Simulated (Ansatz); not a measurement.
Calculated with Ansatz (gas phase, PBE0-D4/def2-TZVP geometries, no zero-point term in ΔE). CBS: MP2 limit from def2 TZ/QZ plus the TZ coupled-cluster correction, frozen cores. DFT in def2-TZVPP. One conformer a species, not always the lowest.

Consider the ligand exchange at the Si–C bond: `OCCC[SiH3]` + `[OH][AlH][SiH3]` → `[SiH3][O][AlH][SiH3]` + `CCCO`.

Question: Is it downhill or uphill in electronic energy at CCSD(T)/CBS, and by how much? (An estimate is asked.)

Answer: Ansatz gave: Downhill: ΔE = -27.9 kcal/mol.

Question: What do these levels give: ωB97M-V, PBE0, HF/def2-QZVPP, MP2/def2-QZVPP, HF/CBS(def2), MP2/CBS(def2)? (An estimate is asked.)

Answer: Ansatz gave: ωB97M-V -27.2, PBE0 -26.7, HF/def2-QZVPP -35.7, MP2/def2-QZVPP -28.2, HF/CBS(def2) -35.8, MP2/CBS(def2) -27.9 kcal/mol.

Largest T1 diagnostic among the species: 0.014.

From PBE to PBE0 (25 % exact exchange), in def2-TZVPP and without D4, ΔE moves by −1.5 kcal/mol. In def2-TZVPP, CCSD(T) changes the Hartree–Fock value by +7.1 kcal/mol (the triples alone add +1.0 kcal/mol) and MP2 by +7.1 kcal/mol. The D4 term adds +1.4 kcal/mol with B3LYP and +0.7 kcal/mol with PBE0; it sums over pairs of atoms, weighted by their polarisabilities, and B3LYP, whose exchange is more repulsive, gets the larger term.

B3LYP here is the variant with VWN-RPA as its local correlation; programs differ in this.
